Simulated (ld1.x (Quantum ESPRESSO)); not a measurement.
**What one change does to a pseudopotential (neon (Ne), TM)**

```json
{"Element": "Ne (Z = 10)", "Generator": "ld1.x (Quantum ESPRESSO) 7.5", "Type": "norm-conserving Troullier–Martins (Kleinman–Bylander form)", "Functional": "PBE", "Relativity": "non-relativistic", "Frozen core": "[He]", "Valence charge": "8", "Reference configuration": "2s2 2p4.5 (charge +1.5)", "Partial waves": "2s (bound): rc 0.65 bohr; 2p (bound): rc 1.30 bohr; 3d channel at 0.2 Ry: rc 1.20 bohr", "Local potential": "all-electron potential smoothed inside 1.00 bohr (lloc = -1)", "Core correction": "none"}
```

All-electron outer shells of the reference configuration (PBE, non-relativistic, ld1.x):

```json
{"shell": "2s", "level (eV)": "-66.38", "outermost node (bohr)": "0.22", "outermost maximum (bohr)": "0.67"}
{"shell": "2p", "level (eV)": "-43.14", "outermost node (bohr)": "–", "outermost maximum (bohr)": "0.59"}
```

Change: wave 2p (bound): rc 1.30 bohr becomes 2p (bound): rc 0.84 bohr.

Cutoffs: the cutoffs (Ry, on a coarse ladder) from which the occupation-weighted sum of valence levels, in a spherical-Bessel basis at the reference potential, stays within 10 and 1 mRy of its value at 400 Ry; they do not see the model core or the augmentation charge, which bear on the density cutoff. Errors are all-electron minus pseudo energies relative to the spin-unpolarised reference configuration.

Predict the effect on cutoff, ghosts and configuration errors.

Of the 7 tests that both files solve, the error grows in 0 and shrinks in 7 by more than 15 % and 0.3 meV (median size 48.0 → 9.1 meV); neither file shows a bound ghost. Less of the atom is replaced, so other configurations are described better.

| quantity | base | changed |
| --- | --- | --- |
| cutoff, loose | 230 Ry | 230 Ry |
| cutoff, tight | 300 Ry | over 300 Ry |
| loose cutoff by channel (10 mRy a level) | s 120 Ry, p 80 Ry | s 120 Ry, p 160 Ry |
| bound ghosts | none | none |
| error for 2s2 2p6, meV [ΔE -41.31 eV] | +48 | -9.1 |
| error for 2s2 2p5, meV [ΔE -18.82 eV] | +12 | -0.7 |
| error for 2s2 2p4, meV [ΔE 24.46 eV] | +23 | +0.4 |
| error for 2s2 2p5.5, meV [ΔE -32.44 eV] | +33 | -3.7 |
| error for 2s2 2p3, meV [ΔE 91.90 eV] | +336 | +25 |
| error for 2s1 2p6, meV [ΔE 4.44 eV] | +131 | +27 |
| error for 2s2 2p2, meV [ΔE 186.52 eV] | +1413 | +170 |
